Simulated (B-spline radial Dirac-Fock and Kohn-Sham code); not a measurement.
**Kohn-Sham estimates against Dirac-Fock for the levels of Pt⁶⁷⁺**

System: Pt⁶⁷⁺, configuration [Ne] 3s1.

The density-functional columns are spherical, spin-unpolarised Dirac-Kohn-Sham results without Breit or QED terms: −ε is minus the orbital energy of the initial state and ΔSCF the difference of two total energies. The reference in the last column comes from Dirac-Fock energy differences between relaxed states, corrected for Breit and QED terms. All numbers are from a B-spline atomic structure program, in eV; a selection of levels is shown. The Kohn-Sham columns are given as differences from the reference. For the 1s level of heavy atoms much of the gap between ΔSCF and the reference is the Breit and QED part, -409.7 eV here; for other levels the error of the functional can be larger.

```csv
level,LDA −ε − DF,LDA ΔSCF − DF,Dirac-Fock
2p1/2,-128.3,+72.8,19125.1
2p3/2,-145.5,+31.1,17355.7
3s,-50.1,+11.8,8100.6
```

For the outermost level NIST gives 8100 ± 40 eV (theoretical); the differences from it are LDA −ε -49.51, LDA ΔSCF +12.34, Dirac-Fock +0.57 eV.

Values without a named source are computed, but for edge energies of neutral atoms, which are taken from tables.
